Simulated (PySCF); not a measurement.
An unknown shows these calculated signals:

1H NMR (300 MHz, computed): δ 6.86 (m, 2H), 6.42 (m, 2H), 6.16 (m, 2H), 1.98 (s, 3H).

13C{1H} NMR (computed): δ 143.4 (CH2), 140.2 (CH), 106.9 (C), 80.4 (C), 5.3 (CH3).

Single conformer, equivalent nuclei averaged, in vacuum, relativity neglected. Shielding tensors at PBE0/pcSseg-1 (GIAO); coordinates at the PBE0-D3(BJ)/def2-SVP level; PySCF.

Shifts are taken against calculated references (same method and geometry level): 1H (σref 31.27), 13C (σref 184.41) against TMS.

Question: Which of these does the molecule contain: a benzene ring, an S-methyl group, a C≡C triple bond, a non-aromatic C=C double bond, a vinyl group CH=CH2, an aldehyde?

Answer: 
- A benzene ring: no.
- An S-methyl group: no.
- A C≡C triple bond: yes (δC 80.4, 106.9).
- A non-aromatic C=C double bond: yes.
- A vinyl group CH=CH2: yes (δC 143.4, 140.2; δH 6.42 (m), 6.86 (m), 6.16 (m)).
- An aldehyde: no.

The data belong to SMILES C=CP(=O)(C#CC)C=C, C7H9OP; they needn't prove each group on their own.

Carbon signals by region: 3 in the sp2 and nitrile region (100–160 ppm), 1 at 50–100 ppm, 1 below 50 ppm.

Splittings by 31P in the carbon and heteronuclear signals aren't shown, as no couplings were computed. Shifts are as computed. Against solution values, carbons near 30 ppm lie about +2 ppm off and those near 130 ppm about +5 ppm. Of 1313 compounds with measured shifts, 239 miss one by over three times the rms of a fit or turn the order of signals round; such compounds aren't used in these exercises. Multiplicities follow the n + 1 count of equivalent neighbours, as no J values were calculated; m marks all less simple cases, F and P coupling included.
